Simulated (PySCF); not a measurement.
PbH2, singlet: data card

All numbers come from PySCF, PBE0, basis Pb def2-TZVP with ECP60, H def2-TZVP (scalar-relativistic core potentials, no spin–orbit coupling, density fitting).

The structure is a minimum.

```xyz
3
charge 0 multiplicity 1, angstrom
Pb    0.0000    0.0000   -0.0125
H     1.3046    0.0000    1.2890
H    -1.3046    0.0000    1.2890
```

| Item | Value |
| --- | --- |
| Point group | C2v |
| Bond lengths | Pb–H 1.843 Å (×2) |
| Bond angles | H–Pb–H 90.1° |
| Lowest empty level | -2.84 eV |
| Entropy at 298.15 K and 1 bar | 237.7 J/(mol K) |
| Enthalpy at 298.15 K above 0 K | 10.20 kJ/mol |
| Principal polarisabilities | 31.0, 51.9, 52.5 bohr³ |
| Atomisation energy without zero-point energy | 484 kJ/mol |
| Heat capacity Cp at 298.15 K | 36.9 J/(mol K) |
| Zero-point energy | 23.8 kJ/mol |
| Rotational constants | 4.985, 4.914, 2.475 cm⁻¹ |
| Rotational symmetry number | 2 |
| Principal quadrupole moments (Buckingham, traceless) about the centre of mass | -5.09, -2.80, 7.89 D Å |
| Highest occupied level | -6.72 eV |
| Dipole moment | 1.46 D |

Harmonic modes (masses in u: Pb 207.977, H 1.008):
```tsv
symmetry	ω (cm⁻¹)	IR (km/mol)	μ (u)
a1	731	48.6	1.01
a1	1623	491	1.01
b2	1629	524	1.01
```

In C2v the vibrations span 2a1 + b2. Here b1 is antisymmetric to the molecular plane and b2 lies in it.

Charges (e):
| atom | Mulliken | Löwdin | polar tensor | Mayer order to Pb1 |
| --- | --- | --- | --- | --- |
| Pb1 | 0.24 | 0.19 | 0.67 | – |
| H2,3 | -0.12 | -0.09 | -0.34 | 0.96 |

Mulliken populations on Pb1 (electrons outside its core potential): s 3.91, p 7.78, d 10.05, f 0.01.

Outer orbital energies (eV). occupied: -23.60, -23.44, -23.37, -23.22, -23.02, -14.22, -7.78, -6.72; empty: -2.84, 0.49, 0.93, 2.83.

Counting electrons, lead keeps 2 of its valence electrons outside its bonds, so the VSEPR class is AX2E1 and the expected shape is bent (C2v), as computed. The angle of 90° is close to 90°: the heavy centre bonds with nearly pure p orbitals and keeps its lone pair s-like.

With an element this heavy the missing spin–orbit coupling can shift these numbers.

The final relaxation and frequency run took roughly 16 core-seconds on a shared host.
